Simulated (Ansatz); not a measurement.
Species: sum formula H$_{4}$SiNO$_{2}$, charge 0, multiplicity 2. It need not be the lowest isomer of its formula. 
Structure (B3LYP-D3(BJ)/def2-TZVP (Ansatz, a program for electronic structure) minimum search):
SMILES: N[Si](O)O
```xyz
8

Si     0.2512     0.0208    -0.2697
O      1.0758     0.0995     1.1666
O     -0.8507     1.2298    -0.5406
N     -0.7000    -1.3882    -0.1291
H      1.9100     0.5760     1.1557
H     -0.5284     2.0066    -1.0050
H     -0.3248    -2.2329     0.2704
H     -1.4751    -1.5580    -0.7490
```
Charge 0, spin multiplicity 2.

Basis-set convergence of Hartree-Fock and CCSD(T) correlation energies (hartree) with Ansatz. Valence correlation only, unless marked. UHF or UKS for open shells. No spin-orbit coupling. Non-relativistic.

```tsv
basis	functions	E(HF)	E(corr, CCSD(T))
cc-pV(D+d)Z	85	-495.53293	-0.66499
cc-pV(T+d)Z	185	-495.63791	-0.84367
cc-pV(Q+d)Z	349	-495.66080	-0.90346
cc-pV(5+d)Z	593	-495.66617	-0.92435
```

Extrapolating the two largest sets (X = 4 and 5) as X^-3: E(corr) = (125·(-0.92435) - 64·(-0.90346))/61 = -0.9463 Eh, an estimate of the basis-set limit. The largest set recovers 97.7 % of it, the smallest 70.3 %.
